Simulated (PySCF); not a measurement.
## Vibration and rotation of HfO

RHF-CCSD(T) constants of HfO, ¹Σ⁺ (singlet), closed shell (Hf def2-TZVPPD with ECP60, O def2-TZVPPD; scalar-relativistic core potentials (PySCF 2.14); masses 179.9465 and 15.9949 u):

| Property | Result |
| --- | --- |
| ωe | 953.7 cm⁻¹ |
| ωexe | 3.09 cm⁻¹ |
| Be | 0.37816 cm⁻¹ |
| αe | 0.00167 cm⁻¹ |
| De to Hf (5d2 6s2) + O | 8.48 eV |

Question: What force constant and bond length do these constants imply?

Answer: Reduced mass μred = 14.689 u; k = 5.8918×10⁻⁷·μred·ωe² (u, cm⁻¹, mdyn/Å) = 7.87 mdyn/Å; Re = √(16.8576/(μred·Be)) (u, cm⁻¹, Å) = 1.742 Å.

Question: Estimate the centrifugal constant D from the Kratzer relation and find the Dunham coefficient a1.

Answer: D = 4Be³/ωe² = 2.38e-07 cm⁻¹; a1 = −1 − αeωe/(6Be²) = -2.86.

Correlated steps freeze 1 core orbital. These are scalar-relativistic numbers at best; spin–orbit coupling would shift them, the dissociation energy most. Where the molecule has an RHF reference, its open-shell atoms are computed with UHF. The CCSD T1 diagnostic is raised, a sign that a single reference may not be enough here.
